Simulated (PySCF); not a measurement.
## Computed properties of SnHBr, SMILES [Br][SnH]

SnHBr, SMILES [Br][SnH] (connectivity only; charge and spin as stated), neutral, multiplicity 1. Coordinates come from a PBE0-D3(BJ)/def2-TZVP optimisation. The def2 effective core potentials stand for the cores of Sn; spin–orbit coupling is left out. One conformer was computed; it need not be the lowest. All values are computed for the isolated molecule unless a solvent is named; none is compared with measurement here.

**Structure.** The optimised structure has Cs symmetry. All 3 harmonic modes at PBE0-D3(BJ)/def2-TZVP (PySCF) are real, so it is a minimum.

**Vibrations.** The strongest infrared lines (harmonic, unscaled, degenerate partners summed) lie at 1722 cm⁻¹ (402 km/mol, H 99 %), 242 cm⁻¹ (33 km/mol, Br 60 %, Sn 40 %), 576 cm⁻¹ (31 km/mol, H 98 %). The softest mode is at 242 cm⁻¹ and the zero-point energy is 3.6 kcal/mol.

**Electronic structure.** CAM-B3LYP/def2-TZVPD (PySCF) places the frontier levels at -8.22 and -2.23 eV, a gap of 5.99 eV, and gives a dipole moment of 2.82 D and a mean polarisability of 67.7 bohr³.

**Excitations.** TDDFT-PBE0/def2-TZVPD (PySCF) has S1 at 2.58 eV (481 nm, f = 0.011, weak); the most intense of the 10 singlets computed lies at 7.32 eV (f = 0.25). T1 (TDA) is at 1.81 eV.
